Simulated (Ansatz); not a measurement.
Cost and result up the ladder for GeH₂ (3 atoms). The state is a singlet with charge 0. Geometry: r2SCAN-D4/def2-TZVP.

| atom | x (Å) | y (Å) | z (Å) |
| --- | --- | --- | --- |
| Ge1 | -0.0927 | 0.0596 | 0.7406 |
| H2 | 1.1158 | -0.3484 | -0.2107 |
| H3 | -1.0230 | 0.2889 | -0.5298 |

Ansatz on 4 threads of Intel Xeon 6975P-C on a shared host. Times are rough, and most runs start from the orbitals of an earlier one. ωB97X-V/def2-TZVP serves as the yardstick here, not as an exact answer. Differences are given only for rows in sets of like size (and for xTB, whose basis is part of the method), since another set adds its own error. Binding counts from free atoms at the same level (Ge triplet, H doublet; other spins of the atoms weren't run), without zero-point energy or a counterpoise term.

The 6-31G sets use Cartesian d functions. B3LYP takes the VWN-RPA correlation. HSE06 is defined as in plane-wave codes, on full-range PBE exchange. Correlated methods freeze 9 core orbitals; core or outer-core shells of Ge are correlated, in sets that lack core-valence functions.

Run but left out: HF/def2-TZVP (restricted singlet, unstable towards broken spin symmetry); HF/STO-3G, HF/6-31G (restricted singlet, unstable in another Hartree–Fock run and untested here).

Correlated methods converge slowly with the basis.

```json
{"level": "LDA (SPW92)/def2-TZVP", "functions": "60", "wall time": "0.1 s", "binding energy per atom (eV)": "2.29", "difference from ωB97X-V/def2-TZVP (eV)": "0.21", "remarks": "–"}
{"level": "PBE-D4/def2-SVP", "functions": "42", "wall time": "0.1 s", "binding energy per atom (eV)": "2.00", "difference from ωB97X-V/def2-TZVP (eV)": "–", "remarks": "–"}
{"level": "PBE-D4/def2-TZVP (with forces)", "functions": "60", "wall time": "0.15 s", "binding energy per atom (eV)": "2.01", "difference from ωB97X-V/def2-TZVP (eV)": "-0.07", "remarks": "–"}
{"level": "PBE-D4/def2-TZVPD", "functions": "72", "wall time": "0.15 s", "binding energy per atom (eV)": "2.01", "difference from ωB97X-V/def2-TZVP (eV)": "-0.07", "remarks": "–"}
{"level": "BLYP-D4/def2-TZVP", "functions": "60", "wall time": "0.15 s", "binding energy per atom (eV)": "2.06", "difference from ωB97X-V/def2-TZVP (eV)": "-0.02", "remarks": "–"}
{"level": "B3LYP-D4/6-31G", "functions": "33", "wall time": "0.15 s", "binding energy per atom (eV)": "1.99", "difference from ωB97X-V/def2-TZVP (eV)": "–", "remarks": "–"}
{"level": "PBE0-D4/def2-SVP", "functions": "42", "wall time": "0.15 s", "binding energy per atom (eV)": "1.98", "difference from ωB97X-V/def2-TZVP (eV)": "–", "remarks": "–"}
{"level": "MP2/def2-TZVP", "functions": "60", "wall time": "0.15 s", "binding energy per atom (eV)": "1.86", "difference from ωB97X-V/def2-TZVP (eV)": "-0.22", "remarks": "restricted SCF unstable"}
{"level": "HSE06-D4/def2-TZVP", "functions": "60", "wall time": "0.2 s", "binding energy per atom (eV)": "1.98", "difference from ωB97X-V/def2-TZVP (eV)": "-0.10", "remarks": "–"}
{"level": "r2SCAN-D4/def2-TZVP", "functions": "60", "wall time": "0.3 s", "binding energy per atom (eV)": "2.02", "difference from ωB97X-V/def2-TZVP (eV)": "-0.06", "remarks": "–"}
{"level": "r2SCAN-D4/def2-TZVPD", "functions": "72", "wall time": "0.3 s", "binding energy per atom (eV)": "2.02", "difference from ωB97X-V/def2-TZVP (eV)": "-0.06", "remarks": "–"}
{"level": "r2SCAN0-D4/def2-TZVP", "functions": "60", "wall time": "0.3 s", "binding energy per atom (eV)": "2.00", "difference from ωB97X-V/def2-TZVP (eV)": "-0.08", "remarks": "–"}
{"level": "ωB97X-V/def2-TZVP", "functions": "60", "wall time": "0.35 s", "binding energy per atom (eV)": "2.08", "difference from ωB97X-V/def2-TZVP (eV)": "0.00", "remarks": "–"}
{"level": "CCSD(T)/def2-TZVPP", "functions": "76", "wall time": "0.35 s", "binding energy per atom (eV)": "2.03", "difference from ωB97X-V/def2-TZVP (eV)": "-0.05", "remarks": "restricted SCF unstable"}
```
